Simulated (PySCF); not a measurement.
C4H2ClFSi, SMILES C#C[Si](F)(Cl)C#C. Atoms are numbered in the order given.

```xyz
9

C      0.5294     1.5158    -2.5007
C      0.2051     0.9065    -1.5031
Si    -0.2687     0.0026     0.0000
F     -1.8699    -0.2076     0.0000
Cl     0.5966    -1.8440     0.0000
C      0.2051     0.9065     1.5031
C      0.5294     1.5158     2.5007
H      0.8167     2.0561    -3.3880
H      0.8167     2.0561     3.3880
```
Charge 0, spin multiplicity 1.

Geometry: ωB97X-D3(BJ)/def2-SVP. This is a generated structure with no PubChem entry under its InChIKey; it may be hypothetical.

All values below come from PBE/def2-TZVP (PySCF).

Symmetry labels are those of the subgroup Cs that the program uses (full group Cs).

Computed valence orbital energies around the gap with their symmetry:
| orbital | symmetry | energy (eV) |
|---|---|---|
| HOMO−7 | A" | -9.91 |
| HOMO−6 | A' | -9.78 |
| HOMO−5 | A' | -8.46 |
| HOMO−4 | A" | -8.36 |
| HOMO−3 | A' | -7.91 |
| HOMO−2 | A' | -7.66 |
| HOMO−1 | A" | -7.54 |
| HOMO | A" | -7.43 |
| LUMO | A' | -2.23 |
| LUMO+1 | A' | -2.06 |
| LUMO+2 | A" | -0.88 |
| LUMO+3 | A" | -0.71 |
